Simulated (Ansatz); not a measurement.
Cost and result for the atomization energy of `FC1(F)C=CC1(F)F` (10 atoms, 10 bonds).

```xyz
10

F     2.031    0.188   -0.157
C     0.743    0.571   -0.131
F     0.726    1.912   -0.050
C    -0.157   -0.047   -1.162
C    -0.919   -0.679   -0.267
C    -0.150   -0.170    0.919
F     0.486   -1.094    1.658
F    -0.819    0.630    1.766
H    -0.159    0.018   -2.241
H    -1.782   -1.328   -0.336
```

The species carries charge 0 and has multiplicity 1. All single points use the PBE0-D4/def2-TZVP geometry. Program: Ansatz. All runs use 4 threads of an Arm Neoverse V1 on a shared host. Times are those of one run each, without the atoms' runs, and a repeat can differ threefold. Electronic energies, without spin–orbit coupling; frozen cores. CCSD(T)/CBS adds CCSD(T) − MP2 in def2-TZVPP to the MP2 limit, and its time is that of the two runs behind it. T1 = 0.012. HSE06 is the plane-wave form, built on full-range PBE exchange.

CCSD(T)/CBS is a level of theory with its own doubt, some kJ/mol a heavy atom from the limit and from the frozen cores, so smaller differences don't rank the functionals.

| level | functions | wall time |
| --- | --- | --- |
| LDA (SPW92)/def2-TZVPP | 276 | 1.4 s |
| revPBE-D4/def2-TZVPP | 276 | 2.3 s |
| BLYP-D4/def2-TZVPP | 276 | 2.5 s |
| PBE0-D4/def2-TZVPP | 276 | 3.7 s |
| HSE06-D4/def2-TZVPP | 276 | 4.2 s |
| CAM-B3LYP-D4/def2-TZVPP | 276 | 4.3 s |
| r2SCAN-D4/def2-TZVPP (with forces) | 276 | 6 s |
| B2PLYP/def2-TZVPP | 276 | 7.5 s |
| B97M-V/def2-TZVPP | 276 | 12 s |
| CCSD(T)/def2-SVP | 122 | 19 s |
| MP2/def2-QZVPP | 516 | 37 s |
| CCSD(T)/def2-TZVPP | 276 | 9.4 min |
| CCSD(T)/CBS(def2) | – | 10 min |

(1) What atomization energy does each give, and how far from CCSD(T)/CBS? (Best estimate.)

Answers

(1) The calculation gave: 
| level | atomization (kcal/mol) | difference from CCSD(T)/CBS | per bond |
| --- | --- | --- | --- |
| LDA (SPW92)/def2-TZVPP | 1275.1 | 226.0 | 22.6 |
| revPBE-D4/def2-TZVPP | 1065.4 | 16.3 | 1.6 |
| BLYP-D4/def2-TZVPP | 1056.5 | 7.4 | 0.7 |
| PBE0-D4/def2-TZVPP | 1067.4 | 18.3 | 1.8 |
| HSE06-D4/def2-TZVPP | 1068.6 | 19.5 | 2.0 |
| CAM-B3LYP-D4/def2-TZVPP | 1057.3 | 8.2 | 0.8 |
| r2SCAN-D4/def2-TZVPP (with forces) | 1060.6 | 11.5 | 1.2 |
| B2PLYP/def2-TZVPP | 1038.7 | -10.4 | -1.0 |
| B97M-V/def2-TZVPP | 1053.3 | 4.2 | 0.4 |
| CCSD(T)/def2-SVP | 1002.1 | -47.0 | -4.7 |
| MP2/def2-QZVPP | 1083.5 | 34.4 | 3.4 |
| CCSD(T)/def2-TZVPP | 1019.2 | -29.9 | -3.0 |
| CCSD(T)/CBS(def2) | 1049.1 | 0.0 | 0.0 |

At CCSD(T), def2-SVP lies −47.0 kcal/mol from the extrapolated value and def2-TZVPP −29.9 kcal/mol: correlation converges slowly with the basis, and small sets miss more of it in the bonded molecule than in its fragments. From r2SCAN to r2SCAN0 (25 % exact exchange), in def2-TZVPP and without D4, the atomization energy moves by −31.6 kcal/mol: exact exchange takes away binding that semilocal exchange gives to molecules. The D4 term adds +8.1 kcal/mol with B3LYP and +4.2 kcal/mol with PBE0; it sums over pairs of atoms, weighted by their polarisabilities, and B3LYP, whose exchange is more repulsive, gets the larger term.

B3LYP here is the variant with VWN-RPA as its local correlation; programs differ in this.
